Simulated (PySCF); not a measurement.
**BeSn⁻: frontier orbitals**

UHF at R = 2.434 Å; basis Be def2-SVPD, Sn def2-SVPD with ECP28; scalar-relativistic core potentials; PySCF 2.14. State: ⁴Σ⁻ (quartet), unpaired electrons σ ↑, π ↑↑. Only the outer orbitals are listed, counted within each symmetry, core potentials removing the inner ones.

| spin | orbital | occ. | ε (eV) | on Be (%) | main shells (%) |
| --- | --- | --- | --- | --- | --- |
| α | 5σ | 1 | -11.04 | 8 | 90 Sn s |
| α | 6σ | 1 | -4.62 | 64 | 53 Be s, 28 Sn p, 12 Be p |
| α | 3π | 1 | -1.98 | 15 | 84 Sn p, 16 Be p |
| α | 3π | 1 | -1.98 | 15 | 84 Sn p, 16 Be p |
| α | 7σ | 1 | -1.97 | 51 | 50 Be p, 35 Sn p, 13 Sn s |
| α | 4π | 0 | 4.95 | 90 | 90 Be p, 10 Sn p |
| α | 4π | 0 | 4.95 | 90 | 90 Be p, 10 Sn p |
| α | 8σ | 0 | 5.08 | 104 | 104 Be p |
| β | 5σ | 1 | -7.78 | 21 | 78 Sn s, 16 Be s |
| β | 6σ | 1 | -2.40 | 53 | 51 Be s, 31 Sn p, 17 Sn s |
| β | 7σ | 0 | 4.45 | 63 | 65 Be p, 32 Sn s |
| β | 3π | 0 | 4.61 | 95 | 96 Be p |
| β | 3π | 0 | 4.61 | 95 | 96 Be p |

Problem. Which are the highest filled and the lowest empty level, where do they sit, and how wide is the gap?

Solution. Highest filled α 7σ at -1.97 eV (in %: 50 Be p, 35 Sn p, 13 Sn s); lowest empty β 7σ at 4.45 eV (in %: 65 Be p, 32 Sn s); the gap at UHF is 6.42 eV. An empty level above zero is unbound, and its energy depends on the basis.

```json
{"bond order (Mayer)": "1.35", "⟨S²⟩": "3.771", "charge on Be (Mulliken, basis-dependent)": "-0.29", "charge on Be (Löwdin, basis-dependent)": "-0.42", "dipole moment (positive dipole points towards Sn; it is taken about the centre of mass and depends on that origin)": "3.34 D", "polarisability along the bond": "226.6 bohr³", "polarisability across the bond": "120.8 bohr³"}
```

Shares are Mulliken populations and can fall outside 0 to 100 %.

Spin–orbit coupling is left out. The state was picked by a PBE0 search and need not be the measured ground state.
